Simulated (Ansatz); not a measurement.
System: sum formula H₃SiO₃Cl (charge 0, singlet). 
Geometry from a B3LYP-D3(BJ)/def2-TZVP (Ansatz, a quantum-chemistry and plane-wave program) optimisation:
```xyz
8

Si    -0.0990    -0.0832    -0.3488
Cl     0.4522     0.3800     1.5933
O     -0.8630     1.1881    -1.0101
O      1.2282    -0.4317    -1.2172
O     -1.0925    -1.3676    -0.3354
H     -0.4229     2.0418    -1.0125
H      1.8240    -1.1139    -0.8974
H     -1.8842    -1.3340     0.2074
```

Property: atomisation energy (electronic, to ground-state atoms), in kcal/mol. Valence correlation only, unless marked. UHF or UKS for open shells. Spin-orbit coupling is left out. Non-relativistic. The coupled-cluster limit lacks core correlation, which all-electron functionals hold. CBS(X,Y): correlation extrapolated as X^-3; Hartree-Fock from the larger set. The bracket is a focal-point correction in the basis named.

```csv
level,program,atomisation energy (kcal/mol)
HF/6-31G*,Ansatz,505.5
HF/aug-cc-pV(D+d)Z,Ansatz,520.5
HF/aug-cc-pV(T+d)Z,Ansatz,539.8
PBE0/STO-3G,Ansatz,709.5
BHLYP/def2-TZVPD,Ansatz,724.9
CAM-B3LYP-D4/def2-TZVPD,Ansatz + dftd4,767.6
wB97M-V/def2-TZVPD,Ansatz,771.2
MP2/cc-pV(T+d)Z,Ansatz,777.0
"RI-MP2/CBS(cc-pV(T+d)Z,cc-pV(Q+d)Z)",Ansatz,806.2
"RI-MP2/CBS(aug-cc-pV(T+d)Z,aug-cc-pV(Q+d)Z)+[CCSD(T)-MP2]/aug-cc-pV(T+d)Z",Ansatz,777.5
```
